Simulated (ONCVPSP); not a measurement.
## Configuration tests for platinum (ONCV)

* Element: platinum
* Generator: ONCVPSP 4.0.1
* Type: optimised norm-conserving Vanderbilt (ONCV)
* Functional: LDA (Perdew-Wang 92)
* Relativity: fully relativistic
* Frozen core: [Kr] 4d10
* Valence charge: 32
* Reference configuration: 4f14 5s2 5p6 5d9 6s1
* Partial waves: 5s+6s: rc 1.50 bohr, ncon 4, nbas 8, qcut 8.6 1/bohr, 2 projectors; 5p: rc 1.75 bohr, ncon 3, nbas 6, qcut 6.3 1/bohr, 1 projector; 5d: rc 1.40 bohr, ncon 4, nbas 7, qcut 6.9 1/bohr, 2 projectors, debl 2.3 Ha; 4f: rc 0.50 bohr, ncon 3, nbas 7, qcut 20.2 1/bohr, 2 projectors, debl 1.1 Ha
* Local potential: polynomial inside 0.45 bohr (lpopt 2, dvloc0 0 Ha)
* Core correction: Teter function fitted to the true core (icmod 2), fcfact 0.3

Open shells are filled in proportion to 2j + 1.

In the f channel the program set the typed energies aside and used -2.527, 0.250 Ha (j = l + 1/2; the other j can differ).

Energies are relative to the spin-unpolarised reference configuration 4f14 5s2 5p6 5d9 6s1; without spin polarisation the order of configurations can differ from experiment. Not all tests gave a result: 1 of 4 tests not solved or not reliable.

```csv
valence configuration,charge,ΔE all-electron (eV),error AE − PS (meV)
4f14 5s2 5p6 5d9 6s0,+1,9.551,-0.6
4f14 5s2 5p6 5d8 6s0,+2,29.826,+0.7
4f14 5s2 5p6 5d7 6s0,+3,62.339,+4.4
```

Levels in the configuration 4f14 5s2 5p6 5d7 6s0:

| level | all-electron (eV) | pseudo (eV) |
| --- | --- | --- |
| 4f j=7/2 | -104.313 | -104.319 |
| 4f j=5/2 | -107.775 | -107.682 |
| 5s j=1/2 | -137.152 | -137.126 |
| 5p j=3/2 | -86.910 | -86.907 |
| 5p j=1/2 | -102.295 | -102.277 |
| 5d j=5/2 | -38.382 | -38.377 |
| 5d j=3/2 | -40.038 | -40.030 |

Note: ghosts flagged at negative energy: s at -829.3 eV, p3/2 at -393.3 eV, p1/2 at -331.8 eV; GHOST(+) flagged for d5/2 at 149.7 eV, d3/2 at 174.9 eV. A true bound ghost makes a file unfit for plane-wave use.
